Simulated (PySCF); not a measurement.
CH₈BPSi.
Z-matrix (Å and degrees, PBE0-D3(BJ)/def2-SVP geometry), rows numbered from 1:
```
B 
P   1  1.8489
Si  2  2.2475  1  107.85
C   3  1.8761  2  110.02  1   173.38
H   1  1.2064  2  120.44  3   142.11
H   1  1.2075  2  118.28  3   -45.42
H   2  1.4201  1  107.14  3  -113.20
H   3  1.4939  2  104.34  1    53.50
H   3  1.4958  2  111.73  1   -64.00
H   4  1.1012  3  110.55  2  -177.90
H   4  1.1009  3  110.84  2    62.38
H   4  1.1003  3  110.59  2   -57.63
```

Method: MP2 and CCSD/aug-cc-pVDZ in PySCF, restricted Hartree–Fock reference, frozen core, non-relativistic, gas phase, PBE0-D3(BJ)/def2-SVP geometry.

E(HF) = -696.88446 Eh.

Question: How large is the problem?

Answer: 172 basis functions and 48 electrons; 12 orbitals frozen, which leaves o = 12 correlated occupied and v = 148 virtual orbitals. That is o·v = 1776 singles and o·v(o·v + 1)/2 = 1577976 distinct closed-shell doubles amplitudes before symmetry; the costliest CCSD step grows as o²v⁴ = 6.9 × 10^10.

Question: What are the MP2 and CCSD correlation energies?

Answer: MP2 -0.4779 Eh and CCSD -0.5481 Eh, which gives totals of -697.36232 and -697.43251 Eh. That is 0.621 eV for each correlated electron at CCSD (1439 kJ/mol in all, 0.079 % of the total energy); MP2 gives 87.2 % of the CCSD value.

Question: What is the T1 diagnostic?

Answer: 0.0152, below the customary warning level of 0.02. It is the norm of the spatial-orbital singles amplitudes over the root of the number of correlated electrons, so the norm is 0.074.

Question: How does correlation change the dipole moment?

Answer: HF gives 1.45 D and CCSD (unrelaxed density) 1.70 D, a change of +0.25 D; the two vectors are 12° apart.

Connected triples and the basis-set limit are missing.

One conformer stands for the species.
